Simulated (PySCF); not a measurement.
Predicted microwave data (PBE0/pcSseg-1 in PySCF (dipole) on a GFN2-xTB geometry, gas phase) for one isomer of C5H14N2P2:

```
Rotational constants : A = 3200, B = 498.0, C = 482.5 MHz
Dipole components    : |μa| = 1.95 D, |μb| = 0.88 D, |μc| = 0.10 D
Inertial defect      : -125.35 u·Å²
κ                    : -0.99
```

Question: Which structure is it? (One computed conformer of each.)
A. `[CH3:1][NH:2][P:3]1(=[NH:4])[CH2:5][CH2:6][PH:7][CH2:8][CH2:9]1` with C1–N2–P3–N4 173°, N2–P3–C5–C6 -171°, P3–C5–C6–P7 68°, C5–C6–P7–C8 -59°, C6–P7–C8–C9 57°
B. `[CH3:1][N:2]([CH3:3])[CH2:4]/[P:5]=[P:6]/[N:7]([CH3:8])[CH3:9]` with C1–N2–C4–P5 72°, N2–C4–P5–P6 -121°, P5–P6–N7–C8 165°

Answer: B. It is CN(C)C/P=P/N(C)C, a near-prolate asymmetric top, point group C1. The candidates at the same level (rigid rotor, commonest isotopes):

| SMILES | A (MHz) | B (MHz) | C (MHz) | μa (D) | μb (D) | μc (D) | Δ (u·Å²) | point group | rotor |
| --- | --- | --- | --- | --- | --- | --- | --- | --- | --- |
| CN(C)C/P=P/N(C)C | 3200 | 498.0 | 482.5 | 1.95 | 0.88 | 0.10 | -125.35 | C1 | near-prolate asymmetric top |
| CNP1(=N)CCPCC1 | 1895 | 816.9 | 789.6 | 2.48 | 3.11 | 0.29 | -245.26 | C1 | near-prolate asymmetric top |

`CNP1(=N)CCPCC1` has B 64 % too high. No structure here is proved a minimum.
